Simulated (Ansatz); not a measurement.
**Question.** Name a neutral molecule of Al, C, O and H with HOMO–LUMO gap (PBE0/def2-TZVPP) between 6.60 and 6.90 eV and HOMO energy (PBE/def2-TZVPP) between -6.70 and -6.40 eV (Ansatz, PBE0-D4/def2-TZVP geometry).

**Answer.** `C=CC[O][AlH2]` (6.73 eV, -6.52 eV); `C=[CH][AlH][OH]` (6.80 eV, -6.69 eV). Other molecules can fit too; these were computed, each in one conformer that needn't be the lowest.
